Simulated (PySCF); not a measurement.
A structure optimised at PBE0-D3(BJ)/def2-SVP, used in a PySCF frequency run:

```
O
Si 1 1.6393
F 2 1.6222 1 110.93
Si 1 1.6769 2 134.11 3 70.30
N 2 1.7127 3 104.80 1 117.47
H 5 1.0135 2 120.73 3 -171.71
H 5 1.0135 6 111.56 2 150.62
H 2 1.4800 3 106.30 5 126.21
H 4 1.4912 1 106.98 2 -153.73
H 4 1.4958 9 108.64 1 116.96
C 4 1.8663 9 111.64 10 122.25
H 11 1.1008 4 110.57 9 62.12
H 11 1.1009 12 107.99 4 -120.06
H 11 1.1012 12 108.56 13 -117.63
```

Problem. Write its SMILES and formula.

Solution. C[SiH2]O[Si@@H](N)F, CH8FNOSi2

Problem. What are its rotational constants (standard atomic weights)?

Solution. 3.4148, 1.4560, 1.3805 GHz
